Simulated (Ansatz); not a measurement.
C6H16GeO2⁺, that is Ge(OEt)2Me2 with one electron fewer. Charge 1, multiplicity 2. Geometry PBE-D4/def2-SVP; atoms count from 1.

```
atom   x (Å)   y (Å)   z (Å)
 Ge1   0.102   0.561  -0.999
  O2   1.478   1.009   0.139
  C3   1.597   0.416   1.400
  C4   2.732   0.990   2.205
  H5   0.599   0.465   1.927
  H6   1.677  -0.704   1.269
  H7   2.799   0.479   3.184
  H8   3.699   0.865   1.676
  H9   2.583   2.075   2.382
 O10  -0.711  -0.681   0.056
 C11  -1.936  -1.347  -0.238
 C12  -2.346  -2.233   0.916
 H13  -2.727  -0.592  -0.476
 H14  -1.809  -1.944  -1.178
 H15  -3.291  -2.757   0.671
 H16  -1.571  -2.997   1.126
 H17  -2.510  -1.636   1.835
 C18   0.934  -0.270  -2.554
 H19   0.136  -0.544  -3.272
 H20   1.491  -1.169  -2.231
 H21   1.623   0.464  -3.015
 C22  -0.989   2.168  -1.177
 H23  -0.359   2.975  -1.598
 H24  -1.371   2.460  -0.181
 H25  -1.829   1.946  -1.865
```

Q: Estimate the Mulliken populations from the PBE0/def2-TZVP orbitals of Ansatz.

A: 
```tsv
atom	charge (e)	spin (α − β)
Ge1	0.59	-0.05
O2	-0.22	0.44
C3	-0.11	0.02
C4	-0.33	-0.01
H5	0.18	0.08
H6	0.19	0.09
H7	0.16	0.00
H8	0.16	0.01
H9	0.16	0.01
O10	-0.35	0.17
C11	-0.09	0.00
C12	-0.35	0.00
H13	0.13	0.02
H14	0.14	0.02
H15	0.15	0.00
H16	0.14	0.00
H17	0.14	0.00
C18	-0.41	0.10
H19	0.19	0.00
H20	0.19	0.00
H21	0.19	0.00
C22	-0.42	0.09
H23	0.19	0.00
H24	0.19	0.00
H25	0.19	0.00
```
Mulliken values and Mayer orders depend strongly on the basis.

Q: Where does the spin sit?

A: Summed by element: Ge -0.05, O 0.61, C 0.20, H 0.23, of 1 unpaired in all. Largest on single atoms: O2 0.44, O10 0.17, C18 0.10.

Q: And the Mayer bond orders between bonded heavy atoms (over 0.3)?

A: Ge1–O2 0.80 (1.84 Å); Ge1–O10 0.92 (1.82 Å); Ge1–C18 0.96 (1.95 Å); Ge1–C22 0.96 (1.95 Å); O2–C3 1.04 (1.40 Å); C3–C4 1.04 (1.50 Å); O10–C11 0.95 (1.42 Å); C11–C12 1.05 (1.51 Å).
